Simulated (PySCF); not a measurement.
## Working out the ionisation energy of Pd⁺

Pd⁺ [Kr] 4d9 (2D) → Pd²⁺ [Kr] 4d8 (3F). Calculation: PySCF 2.14, in aug-cc-pVDZ-PP with ECP28MDF; scalar relativity through the core potential. Frozen: 4s2 4p6. Energies in hartree (1 hartree = 27.21139 eV):

```csv
part,Pd⁺ (lower),Pd²⁺ (upper)
UHF,-126.376467,-125.737956
MP2 opposite-spin,-0.147719,-0.102643
MP2 same-spin,-0.083135,-0.062427
```

Q: What does Hartree-Fock give?

A: (-125.737956) − (-126.376467) = 0.638511 hartree = 17.375 eV.

Q: What do MP2 and SCS-MP2 (6/5 opposite-spin, 1/3 same-spin) give?

A: The opposite-spin parts differ by 1.227 eV and the same-spin parts by 0.563 eV. MP2: 17.375 + (1.227) + (0.563) = 19.165 eV. SCS-MP2: 17.375 + 1.2 × (1.227) + (0.563)/3 = 19.035 eV.

Reference: 19.43 ± 0.12 eV (semi-empirical (NIST evaluation); NIST Atomic Spectra Database, ionization energies), between the lowest levels; spin-orbit coupling is absent from the calculation.

A double-zeta basis recovers only part of the correlation energy.

What remains against the reference includes basis incompleteness, the frozen core and correlation beyond second order.
